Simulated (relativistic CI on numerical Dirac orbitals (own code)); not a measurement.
Radial parameters of Eu LXII

Method of calculation: Dirac-Coulomb-Breit CI, orbitals from a KLI potential per configuration, model QED (radiative potential, 1s self-energy scaled to tabulated hydrogen-like ionisation energies), unscaled Slater integrals (own radial code, finite nucleus).

Slater integrals F^k, G^k are unscaled and averaged over j, outside the closed core (none); ζ comes from projecting the Hamiltonian with its Breit term on Σ l·s of the shell.

- 1s2s: G^0(1s,2s) = 371650 cm⁻¹; <r>(1s) = 0.02207, <r^2>(1s) = 0.0006629, <r>(2s) = 0.08856, <r^2>(2s) = 0.009268 (bohr units).
- 1s2p: G^1(1s,2p) = 670750, ζ(2p) = 4.1721e+06 cm⁻¹; <r>(1s) = 0.02207, <r^2>(1s) = 0.0006629, <r>(2p) = 0.07677, <r^2>(2p) = 0.007146 (bohr units).
- 1s3s: G^0(1s,3s) = 96711 cm⁻¹; <r>(1s) = 0.02205, <r^2>(1s) = 0.0006618, <r>(3s) = 0.2038, <r^2>(3s) = 0.04745 (bohr units).

Averages of the first 10 configurations, taken without configuration mixing, which lowers the lowest level and can move excited configurations by several eV; other configurations of the list can lie among them:

```json
{"Configuration": "1s²", "Parity": "even", "States": "1", "Average energy above the lowest level (eV)": "0.3"}
{"Configuration": "1s2s", "Parity": "even", "States": "4", "Average energy above the lowest level (eV)": "41749.8"}
{"Configuration": "1s2p", "Parity": "odd", "States": "12", "Average energy above the lowest level (eV)": "42338.3"}
{"Configuration": "1s3s", "Parity": "even", "States": "4", "Average energy above the lowest level (eV)": "49693.5"}
{"Configuration": "1s3p", "Parity": "odd", "States": "12", "Average energy above the lowest level (eV)": "49866.8"}
{"Configuration": "1s3d", "Parity": "even", "States": "20", "Average energy above the lowest level (eV)": "49990.7"}
{"Configuration": "1s4s", "Parity": "even", "States": "4", "Average energy above the lowest level (eV)": "52433.0"}
{"Configuration": "1s4p", "Parity": "odd", "States": "12", "Average energy above the lowest level (eV)": "52505.5"}
{"Configuration": "1s4d", "Parity": "even", "States": "20", "Average energy above the lowest level (eV)": "52557.6"}
{"Configuration": "1s4f", "Parity": "odd", "States": "28", "Average energy above the lowest level (eV)": "52577.5"}
```
